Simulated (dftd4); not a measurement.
CH₅S (SMILES C[SH2+]), charge +1, singlet, geometry from GFN2-xTB; dftd4 with D4 for hf.

Input for dftd4:
```
$ dftd4 mol.xyz --func hf --charge 1 --json dftd4.json --noedisp --grad

# file mol.xyz
7

C     -0.03747748     1.18530286    -0.11525700
S     -0.02095352    -0.61772925     0.15157957
H      1.25160297    -0.85395482    -0.24996242
H     -1.06827047     1.52354437    -0.03438541
H      0.54627907     1.64404919     0.67989192
H      0.37245221     1.44603148    -1.08584758
H     -0.54194256    -0.98781933    -1.04342765
```

What does dftd4 print? Leave out banner, timings and long lists.


```
                    ____  _____ _____     ____  _  _
      -------------|  _ \|  ___|_   _|---|  _ \| || |------------
     |             | | | | |_    | | ___ | | | | || |_           |
     |             | |_| |  _|   | ||___|| |_| |__   _|          |
     |             |____/|_|     |_|     |____/   |_|            |
     |             ===================================           |
     |            E. Caldeweyher, S. Ehlert & S. Grimme          |
     |          Mulliken Center for Theoretical Chemistry        |
     |                    University of Bonn                     |
      -----------------------------------------------------------

Rational (Becke-Johnson) damping: hf-D4-ATM
---------------------
  s6         1.0000
  s8         1.6168
  s9         1.0000
  a1         0.4496
  a2         3.3574
 alp        16.0000
--------------------

Dispersion energy:      -9.8732994380341E-03 Eh

Gradient norm:           9.4731221005006E-04 Eh/a0
--------------------------------------------------
     #    Z           dE/dx      dE/dy      dE/dz
--------------------------------------------------
     1    6 C    -4.015E-05  4.015E-04  2.302E-05
     2   16 S     4.441E-05 -5.843E-04 -1.814E-06
     3    1 H     1.462E-04 -2.393E-04  5.349E-05
     4    1 H    -1.538E-04  1.984E-04  2.565E-05
     5    1 H     5.873E-05  2.143E-04  1.197E-04
     6    1 H     5.152E-05  2.676E-04 -1.616E-04
     7    1 H    -1.069E-04 -2.582E-04 -5.846E-05
--------------------------------------------------

Virial:
--------------------------------------------------
      component           x          y          z
--------------------------------------------------
          x       8.637E-04 -2.979E-04  1.429E-04
          y      -2.979E-04  4.417E-03  8.066E-05
          z       1.429E-04  8.066E-05  5.682E-04
--------------------------------------------------

[Info] Dispersion results written to 'dftd4.txt'
[Info] JSON dump of results written to 'dftd4.json'
```
